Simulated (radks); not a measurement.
Question: The mean radii <r> (bohr) of the occupied orbitals of an atom or ion are listed with their occupations. Calculated with a radial shooting solver on a logarithmic mesh with Libxc functionals: non-relativistic Kohn-Sham, PBE, spin-polarised, spherical densities, point nucleus.

orbital  occ.      <r>
1s down     1  0.03815
1s up       1  0.03815
2s up       1   0.1674
2s down     1   0.1674
2p up       3   0.1437
2p down     3   0.1437
3s up       1   0.4700
3s down     1   0.4700
3p up       3   0.4670
3p down     3   0.4670
3d up       5   0.4512
3d down     5   0.4512
4s up       1    1.229
4s down     1    1.226
4p up       3    1.351
4p down     3    1.347
4d up       1    1.814

Name the element and its charge. Open shells, if any, are filled with parallel spins first.

Answer: Z = 40, zirconium, charge +3: Zr3+ in [Kr] 4d1. The 1s radius gives Z: for a bare nucleus <r> = 1.5/Z, 0.0375 bohr for Z = 40, and screening makes it slightly larger (0.03815 here). The occupations add up to 37, and the charge is Z minus that.
